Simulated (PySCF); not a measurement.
# How methods differ on the excitation energy of V

V [Ar] 3d3 4s2 (4F) → V [Ar] 3d4 4s1 (6D), as a difference of total energies. Computed with PySCF 2.14 in x2c-TZVPPall (6s5p4d2f1g, 64 functions), with the spin-free X2C one-electron Hamiltonian (Gaussian nucleus). Correlated levels: valence: [Ar] frozen. The calculations carry no spin-orbit coupling.

```tsv
method	excitation energy (eV)
UHF	0.389
MP2 (valence)	0.356
SCS-MP2 (valence)	1.128
CCSD (valence)	0.537
CCSD(T) (valence)	0.554
```

Errors of the correlated levels include the incompleteness of this basis and the frozen core.

Problem. Which method comes closest to the reference value, and which is furthest?

Solution. The reference is 0.245 eV (measured; NIST levels, between the centres of gravity of the two terms). Closest: MP2 (valence) (error 0.111 eV); furthest: SCS-MP2 (valence) (error 0.883 eV).
